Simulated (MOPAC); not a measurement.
A run for MOPAC: PM7 on CoF, 2S+1 = 5, a spin state set in the input, which need not be the lowest, a point of a bond scan (R = 1.650 Å).

```
PM7 1SCF PRECISE CHARGE=0 UHF MS=2 THREADS=1
CoF

Co     0.00000000 1     0.00000000 1     0.00000000 1
F      0.00000000 1     0.00000000 1     1.64959400 1
```

Program output:

```
*******************************************************************************
 **                                                                           **
 **                              MOPAC v23.2.5                                **
 **                                                                           **
 *******************************************************************************
 ** MOPAC's Digital Object Identifier: https://doi.org/10.5281/zenodo.6511958 **
 **                                                                           **
 ** Please cite the open-source release paper for use of this MOPAC version:  **
 ** J. E. Moussa and J. J. P. Stewart (2026)                                  **
 ** MOPAC: An open-source semiempirical molecular orbital program             **
 ** J. Open Source Softw., 11(119), 8025, https://doi.org/10.21105/joss.08025 **
 *******************************************************************************

                              PM7 CALCULATION RESULTS

 *******************************************************************************
 *  PM7        - The PM7 Hamiltonian to be used
 *  UHF        - UNRESTRICTED HARTREE-FOCK CALCULATION
 *
 *
 *
 *                 CHARGE ON SYSTEM = 0
 *
 *
 *
 *  MS=        - IN MECI, MAGNETIC COMPONENT OF SPIN =  2.0
 *  PRECISE    - TIGHTER CRITERIA TO BE USED
 *  1SCF       - DO 1 SCF AND THEN STOP
 *  THREADS=1  - MULTI-THREADING NOT USED
 *  T=         - A TIME OF 172800.0 SECONDS REQUESTED
 *  DUMP=N     - RESTART FILE WRITTEN EVERY 7200.0 SECONDS REQUESTED
 *******************************************************************************
PM7 1SCF PRECISE CHARGE=0 UHF MS=2 THREADS=1
 CoF

   ATOM   CHEMICAL          X               Y               Z
  NUMBER   SYMBOL      (ANGSTROMS)     (ANGSTROMS)     (ANGSTROMS)

     1      Co          0.00000000  *   0.00000000  *   0.00000000  *
     2       F          0.00000000  *   0.00000000  *   1.64959400  *



          CARTESIAN COORDINATES

    NO.       ATOM           X           Y           Z

     1        Co          0.0000      0.0000      0.0000
     2         F          0.0000      0.0000      1.6496

 General Reference for PM7:
 "Optimization of Parameters for Semiempirical Methods VI: More Modifications to the
 NDDO Approximations and Re-optimization of Parameters", J. J. P. Stewart, J. Mol. Mod., 1:32, 19 (2013)
 https://link.springer.com/article/10.1007/s00894-012-1667-x

           Empirical Formula: Co F  =     2 atoms



      MOLECULAR POINT GROUP   :   C*v


          UHF CALCULATION, NO. OF ALPHA ELECTRONS =   10
                           NO. OF BETA  ELECTRONS =    6

 -------------------------------------------------------------------------------
 PM7 1SCF PRECISE CHARGE=0 UHF MS=2 THREADS=1
 CoF



     1SCF WAS SPECIFIED, SO BFGS WAS NOT USED
     SCF FIELD WAS ACHIEVED


                              PM7 CALCULATION
                                                       MOPAC v23.2.5 Linux




          FINAL HEAT OF FORMATION =         52.83450 KCAL/MOL =     221.05954 KJ/MOL


          COSMO AREA              =         79.14 SQUARE ANGSTROMS
          COSMO VOLUME            =         64.47 CUBIC ANGSTROMS

          IONIZATION POTENTIAL    =          8.413236 EV
          ALPHA SOMO LUMO (EV)    =         -8.413 51.076
          BETA  SOMO LUMO (EV)    =         -9.344 -2.049
          NO. OF ALPHA ELECTRONS  =         10
          NO. OF BETA  ELECTRONS  =          6
          MOLECULAR WEIGHT        =         77.9316         POINT GROUP:  C*v

          MOLECULAR DIMENSIONS (Angstroms)

            Atom       Atom       Distance
            F     2   Co     1     1.64959
            F     2   Co     1     0.00000
           Co     1    F     2     0.00000


          SCF CALCULATIONS        =          1





   ATOM   CHEMICAL          X               Y               Z
  NUMBER   SYMBOL      (ANGSTROMS)     (ANGSTROMS)     (ANGSTROMS)

     1      Co          0.00000000  *   0.00000000  *   0.00000000  *
     2       F          0.00000000  *   0.00000000  *   1.64959400  *

                             CARTESIAN COORDINATES

   1   Co        0.000000000     0.000000000     0.000000000
   2    F        0.000000000     0.000000000     1.649594000


           Empirical Formula: Co F  =     2 atoms



      MOLECULAR POINT GROUP   :   C*v


          ALPHA EIGENVALUES
 -37.97205 -15.95376 -14.57734 -14.57734 -11.18415 -11.18415 -10.87025 -10.46123
 -10.46123  -8.41324  51.07635  51.07635  51.41524


           BETA EIGENVALUES
 -36.76158 -14.61874 -13.84465 -13.84465  -9.34370  -9.34370  -2.04869   0.91793
   0.91793   3.05657  52.46739  52.46739  53.40970


              NET ATOMIC CHARGES AND DIPOLE CONTRIBUTIONS

  ATOM NO.   TYPE          CHARGE      No. of ELECS.   s-Pop       p-Pop       d-Pop
    1         Co           0.603967        8.3960     1.09880     0.02570     7.27153
    2          F          -0.603967        7.6040     1.96439     5.63958
 DIPOLE           X         Y         Z       TOTAL
 POINT-CHG.     0.000     0.000    -4.785     4.785
 HYBRID         0.000     0.000    -0.097     0.097
 SUM            0.000     0.000    -4.882     4.882


          ATOMIC ORBITAL ELECTRON POPULATIONS

     Atom    s        px        py        pz      x^2-y^2     xz        z^2       yz        xy
    1 Co   1.09880   0.00338   0.00338   0.01894   2.00000   1.07257   1.12639   1.07257   2.00000
    2  F   1.96439   1.92405   1.92405   1.79149


                    (SZ)    =    2.000000
                    (S**2)  =    6.000147


          ATOMIC ORBITAL SPIN POPULATIONS

    Atom   Total    s     px     py     pz   x^2-y^2  xz     z^2    yz     xy
         Atomic
    1 Co  3.6305  0.900  0.000  0.000  0.003 -0.000  0.927  0.873  0.927  0.000
    2  F  0.3695  0.022  0.073  0.073  0.203

 **********************
 *                    *
 * JOB ENDED NORMALLY *
 *                    *
 **********************




 == MOPAC DONE ==
```

The run finished.

Cost: about 0.03 core-seconds (a rough figure).
